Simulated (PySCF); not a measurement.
Structure elucidation problem

An unknown has the formula C₄H₁₆N₂Si₂. Its calculated NMR data are:

¹H NMR (600 MHz, computed): δ 5.17 (q, 1H), 3.23 (d, 3H), 2.56 (s, 12H).

¹³C{¹H} NMR (computed): δ 39.5 (CH3).

One conformer, non-relativistic, no solvent model, rapidly exchanging positions averaged. Shielding tensors at PBE0/pcSseg-1 (GIAO); structure optimised with GFN2-xTB; PySCF 2.14.0 with density-fitted response routines.

Shifts are taken against calculated references (same method and geometry level): ¹H and ¹³C against TMS.

Question: Propose a structure and justify it.

Answer: 
- The formula gives 0 degrees of unsaturation.
- 1 carbon signal for 4 carbons: some carbons are equivalent by symmetry or fast rotation.
- Carbon types of the structure: 4 × CH3, leaving 4 H on heteroatoms.
- δC 39.5: methyl carbon bonded to N; the inductive effect lowers its shielding.
- δH 5.17: hydrogen on a silicon bonded to 2 N, Si.
- δH 3.23: hydrogen on a silicon bonded to Si.
- δH 2.56: hydrogen on a methyl carbon bonded to N; its carbon carries N, which withdraws density.

The compound is SMILES [SiH](N(C)C)([SiH3])N(C)C.

This is the structure that produced the data.

Shifts are as computed. Against solution values, carbons near 30 ppm lie about +3 ppm off and those near 130 ppm about +5 ppm. Of 1309 compounds with measured shifts, 239 miss one by over three times the rms of a fit or turn the order of signals round; such compounds aren't used in these exercises. No couplings were computed; multiplicities are counted from neighbouring protons, with m where these are inequivalent, close in shift, in a saturated or five-membered ring or joined by F or P, and br s for small geminal =CH2 splittings.
